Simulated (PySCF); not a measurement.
System: sum formula SiN₂H₃Br₂ (charge 0, doublet). It need not be the lowest isomer of its formula. SMILES: [NH][Si](N)(Br)Br
Structure (B3LYP-D3(BJ)/def2-TZVP (Ansatz) minimum search):
```
Si
N 1 1.6864
H 2 1.0063 1 122.37
H 2 1.0081 3 113.35 1 -158.18
N 1 1.7232 2 108.32 3 163.86
H 5 1.0209 1 115.58 2 -158.25
Br 1 2.2284 2 107.16 3 37.03
Br 1 2.2458 2 115.77 3 -83.11
```
Charge 0, spin multiplicity 2.

Dispersion corrections to the total energy (kcal/mol) from the dftd3 and dftd4 libraries through PySCF: D3(BJ) without and D4 with the three-body term, each with the damping fitted for the functional named.

```csv
functional,D3(BJ),D4
B2PLYP,?,-4.55
PBE0,-5.56,?
r2SCAN,-1.70,-1.47
revPBE,?,-16.67
PW6B95,-4.02,-5.14
PBE,-5.96,-6.49
B2GP-PLYP,-6.29,-2.81
```

**Question.** Fill in the missing entries.

**Answer.** 
- B2PLYP, D3(BJ): -5.87
- PBE0, D4: -5.57
- revPBE, D3(BJ): -13.96
